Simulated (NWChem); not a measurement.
Species: AlH$_{2}$O$_{2}$ cation; SMILES [OH][Al+][OH]

```xyz
5

Al    -0.0065     0.1151     0.0138
O      1.1661     0.3100    -1.0547
H      1.8675     0.4267    -1.6942
O     -1.1790    -0.0790     1.0826
H     -1.8806    -0.1959     1.7220
```
Atoms are numbered in this order, from 1.

The geometry was optimised at PBE0/def2-SVP.

Problem. List the 4 lowest vertical singlet excitations from CAM-B3LYP/6-31+G* (spherical d), TDA (NWChem).

Solution. 
| state | energy (eV) | oscillator strength | leading excitation (squared amplitude) |
|---|---|---|---|
| S1 | 5.90 | 0.000 | HOMO → LUMO (0.67) |
| S2 | 5.90 | 0.000 | HOMO−1 → LUMO (0.67) |
| S3 | 6.52 | 0.087 | HOMO−2 → LUMO (0.98) |
| S4 | 6.52 | 0.087 | HOMO−3 → LUMO (0.98) |
